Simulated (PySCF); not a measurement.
**Dipole response of Pr⁺ (praseodymium, charge +1)**

[Xe] 4f2 5d1 6s1, one real determinant (an excited configuration). Computed with PySCF 2.14 in ANO-RCC-VTZP (8s7p5d3f2g1h, 104 functions), with the spin-free X2C one-electron Hamiltonian (Gaussian nucleus). Coupled (time-dependent) response in atomic units; α is the mean over directions. The basis has no added diffuse functions, which lowers α and C₆.

```
method  mean α (bohr³)         α xx, yy, zz  C₆ (like pair)  S(−4)
   UHF           122.1  121.6, 121.6, 123.3            1373  10710
```

S(−4) is the Cauchy moment in α(ω) = α(0) + S(−4) ω² + …

Spin-orbit coupling is absent.

α(iu) at UHF:

```csv
u (hartree),α(iu) (bohr³)
0,122.1
0.0500,100.7
0.100,68.14
0.200,33.94
0.300,21.48
0.500,12.47
0.750,8.169
1.00,5.925
1.50,3.584
2.00,2.426
3.00,1.357
5.00,0.6272
```

A single London oscillator, α(iu) = α/(1 + u²/ω²), gives C₆ = (3/4) ω α². Matching the computed C₆ needs ω = 4 × 1373 / (3 × 122.1²) = 0.123 hartree.

For an ion, C₆ is the dispersion term alone; charge-induced terms of lower order in 1/R come first.

The components differ because the open shell of this determinant is not spherical; for a pure term their mean is the scalar polarisability.

⟨L²⟩ = 30.06 against 56 for a pure K term, so this real determinant mixes terms. Spin-orbit coupling, absent here, splits the open shell strongly.
